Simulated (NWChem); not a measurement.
# N-methylmethanimine (C$_{2}$H$_{5}$N); SMILES C=NC

```xyz
8

C     -0.1227     1.1358     0.0000
N      0.5391    -0.1374     0.0000
C     -0.1646    -1.1840     0.0000
H      0.2004     1.7141     0.8810
H      0.2004     1.7141    -0.8810
H     -1.2303     1.0752     0.0000
H     -1.2750    -1.1755     0.0000
H      0.3245    -2.1691     0.0000
```
Atoms are numbered in this order, from 1.

Computed with NWChem. Coordinates come from a PBE0/def2-SVP optimisation. GIAO values for the isolated, static molecule; σ is the absolute isotropic shielding, δ = σ(reference) − σ with the isolated reference molecule computed at the same levels (13C: tetramethylsilane, 1H: tetramethylsilane, 15N: ammonia).

For level PBE/pcSseg-1:

| Property | Result |
|---|---|
| δ C1 (ppm) | 54.9 |

Task: How do the values read with level PBE0/pcSseg-1 instead?

Result: The δ C1 (ppm) is 53.2.
